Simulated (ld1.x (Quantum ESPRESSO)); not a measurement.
**What one change does to a pseudopotential (germanium (Ge), RRKJ)**

```
Element                 : Ge
Generator               : ld1.x (Quantum ESPRESSO) 7.5
Type                    : norm-conserving RRKJ (Kleinman–Bylander form)
Functional              : LDA (PZ)
Relativity              : scalar-relativistic
Frozen core             : [Ar] 3d10
Valence charge          : 4
Reference configuration : 4s2 4p1.75 (charge +0.25)
Partial waves           : 4p (bound): rc 1.50 bohr; 4d channel at 0.15 Ry: rc 1.70 bohr; 4s (bound): rc 1.70 bohr
Local potential         : the s channel
Core correction         : none
```

Change: reference 4s2 4p0.

Cutoffs: the cutoffs (Ry, on a coarse ladder) from which the occupation-weighted sum of valence levels, in a spherical-Bessel basis at the reference potential, stays within 10 and 1 mRy of its value at 400 Ry; they do not see the model core or the augmentation charge, which bear on the density cutoff. Errors are all-electron minus pseudo energies relative to the spin-unpolarised reference configuration.

What does the change do?

The potential gets softer (40 Ry and 55 Ry → 30 Ry and 45 Ry); both files keep a bound ghost (d, p); the range in which the s phases agree narrows (upper end 4.9 → 3.7); the range in which the d phases agree widens (upper end 1.7 → at the end of the scan).

| quantity | base | changed |
| --- | --- | --- |
| cutoff, loose | 40 Ry | 30 Ry |
| cutoff, tight | 55 Ry | 45 Ry |
| bound ghosts | p, d | p, d |
| largest error over its own tests, meV | +251 | +144 |
| s: phases at 1.85 bohr within 0.05 rad from the reference energy up to (Ry; the scan ends near 5) | 4.9 | 3.7 |
| p: phases at 1.85 bohr within 0.05 rad from the reference energy up to (Ry; the scan ends near 5) | to the end of the scan | to the end of the scan |
| d: phases at 1.85 bohr within 0.05 rad from the reference energy up to (Ry; the scan ends near 5) | 1.7 | to the end of the scan |

 A true bound ghost makes a file unfit for plane-wave use even where its test errors are small: the radial tests pick states by their node count and pass the ghost by.
